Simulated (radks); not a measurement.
Values are calculated unless marked as measured or tabulated.
Q: All-electron atom: the caesium ion Cs3+ in [Kr] 4d10 5s2 5p3.75 6s0.25 (fractional occupations, a model configuration). Level of theory: Dirac Kohn-Sham, XLYP, spin-unpolarised, spherical densities, finite nucleus; open shells fill j = l - 1/2 first; Fermi nuclear charge, rms radius 4.8041 fm (a radial shooting solver on a logarithmic mesh with Libxc functionals). Some entries of the table are withheld. Estimate them.

| orbital | occ. | eigenvalue (Ry) | <r^2> (bohr^2) |
|---|---|---|---|
| 1s1/2 | 2 | -2631.835 | (1) |
| 2s1/2 | 2 | -414.6108 | 0.01477 |
| 2p1/2 | 2 | (2) | 0.01088 |
| 2p3/2 | 4 | (3) | 0.01216 |
| 3s1/2 | 2 | -87.98029 | 0.1021 |
| 3p1/2 | 2 | (4) | (5) |
| 3p3/2 | 4 | (6) | (7) |
| 3d3/2 | 4 | -54.90844 | 0.08709 |
| 3d5/2 | 6 | -53.85437 | 0.08934 |
| 4s1/2 | 2 | -18.41398 | 0.5443 |
| 4p1/2 | 2 | -14.75556 | 0.5901 |
| 4p3/2 | 4 | -13.73931 | 0.6358 |
| 4d3/2 | 4 | -7.78594 | 0.7974 |
| 4d5/2 | 6 | -7.61675 | 0.8170 |
| 5s1/2 | 2 | -4.02008 | (8) |
| 5p1/2 | 2 | -3.05426 | 3.914 |
| 5p3/2 | 1.75 | -2.90580 | 4.212 |
| 5d3/2 | 0 | -1.61838 | 7.803 |
| 5d5/2 | 0 | -1.60224 | 7.959 |
| 6s1/2 | 0.25 | -1.45404 | 14.90 |
| 6p1/2 | 0 | -1.18383 | 19.14 |
| 6p3/2 | 0 | -1.14986 | 20.15 |

A: 
(1) 1s1/2 <r^2> (bohr^2): 0.0009249
(2) 2p1/2 eigenvalue (Ry): -390.2291
(3) 2p3/2 eigenvalue (Ry): -364.3220
(4) 3p1/2 eigenvalue (Ry): -77.79035
(5) 3p1/2 <r^2> (bohr^2): 0.09687
(6) 3p3/2 eigenvalue (Ry): -72.82641
(7) 3p3/2 <r^2> (bohr^2): 0.1047
(8) 5s1/2 <r^2> (bohr^2): 3.113
